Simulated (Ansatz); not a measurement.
Computed with Ansatz on PBE0-D4/def2-TZVP structures; ΔE is electronic, products minus reactants. CCSD(T)/CBS is the MP2 limit (def2-TZVPP, def2-QZVPP) plus CCSD(T) − MP2 in def2-TZVPP, frozen cores. This one scheme is used for every species. Functionals use def2-TZVPP. For Se outer-core shells are correlated without core-valence functions, which leaves a few kJ/mol of doubt a bond. Scalar relativity is left out up to krypton. Each species was taken in one conformer, which may not be the lowest.

Consider the redistribution: `C[SiH2]P` + `CC[Se][SiH3]` → `CC[Se][SiH2]C` + `[SiH3]P`.

```json
{"species": "`C[SiH2]P`", "r2SCAN-D4 energy (Eh)": "-673.12621"}
{"species": "`CC[Se][SiH3]`", "r2SCAN-D4 energy (Eh)": "-2772.04049"}
{"species": "`CC[Se][SiH2]C`", "r2SCAN-D4 energy (Eh)": "-2811.36220"}
{"species": "`[SiH3]P`", "r2SCAN-D4 energy (Eh)": "-633.80574"}
```

Q: Work out ΔE.

A: ΔE = (-2811.36220) + (-633.80574) − (-673.12621) − (-2772.04049) = -0.00124 Eh = -0.8 kcal/mol. CCSD(T)/CBS gives -0.9 kcal/mol.

Largest T1 diagnostic among the species: 0.013.
